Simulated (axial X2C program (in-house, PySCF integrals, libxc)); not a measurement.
# Ω levels of RhBr⁺ from open-shell CI on d7 s0 p(π)0

Calculated with an axial X2C code built on PySCF integrals: two-component X2C with atomic mean-field Coulomb and Gaunt terms, basis Rh dyall-v3z, Br dyall-v3z (cores contracted in-house). Orbitals come from Hartree–Fock averaged over the configuration Rh d7 s0 p(π)0; CI then distributes these electrons over the d, s, p(π) shells of Rh.

R = 2.357 Å (near the minimum of the configuration average).

Lowest levels of this model:

| Ω | energy (cm⁻¹) | g∥ | configuration |
| --- | --- | --- | --- |
| 9/2 | 0 | 11.99 | 100% d7 |
| 7/2 | 1088 | 8.08 | 100% d7 |
| 5/2 | 2228 | 4.30 | 100% d7 |
| 1/2 | 2453 | 1.55 | 100% d7 |
| 3/2 | 2680 | 4.43 | 100% d7 |
| 5/2 | 3403 | 7.41 | 100% d7 |
| 3/2 | 3528 | 0.38 | 100% d7 |
| 1/2 | 4448 | 1.85 | 100% d7 |
| 7/2 | 4678 | 9.90 | 100% d7 |
| 3/2 | 4879 | 4.73 | 100% d7 |
| 5/2 | 5737 | 6.27 | 100% d7 |
| 1/2 | 5849 | 2.19 | 100% d7 |
| 3/2 | 6541 | 2.47 | 100% d7 |
| 1/2 | 7079 | 1.59 | 100% d7 |
| 5/2 | 10845 | 6.01 | 100% d7 |
| 7/2 | 13224 | 8.00 | 100% d7 |
| 9/2 | 17392 | 9.98 | 100% d7 |
| 7/2 | 19412 | 6.21 | 100% d7 |
| 9/2 | 22400 | 9.99 | 100% d7 |
| 11/2 | 25557 | 12.00 | 100% d7 |

g∥ is the magnitude of 2⟨Lz + ge Sz⟩ for the +Ω component.

Task: From Ω and g∥ of the lowest level, whose 2⟨Lz + ge Sz⟩ is positive, find ⟨Sz⟩ and ⟨Lz⟩ (ge = 2.0023).

Result: Ω = ⟨Lz⟩ + ⟨Sz⟩ = 9/2 and ⟨Lz⟩ + ge⟨Sz⟩ = 5.995, so ⟨Sz⟩ = 1.49 and ⟨Lz⟩ = 3.01.

Occupations of the active spinors in the lowest level by ω, shell by shell in order of energy: -5/2: 0.00; -3/2: 1.00 0.00 0.00; -1/2: 1.00 0.00 0.00 0.00; 1/2: 1.00 1.00 0.00 0.00; 3/2: 1.00 1.00 0.00; 5/2: 1.00. The leading determinant has weight 1.00 among 463.

This point took 2.9 s on 1 thread of Arm Neoverse V2, on a shared host.

Dynamic correlation is missing, so gaps between terms are too wide and other configurations may lie lower; the lowest level listed is that of this model, not necessarily the ground state. For d shells the ligand-field splittings (σ, π, δ) and their order can be off by a thousand cm⁻¹ or more. At most 4 roots were kept for each Ω > 0 (twice that for Ω = 0) within 3.2 eV of the lowest, so higher up levels can be missing between those listed; levels with Ω > 0 are doubly degenerate and listed once, Ω = 0 levels singly. Some active spinors are only partly of the character that their shell is named for, so the shell names and counts are nominal. States that fill the shells left empty in the average are placed too high.
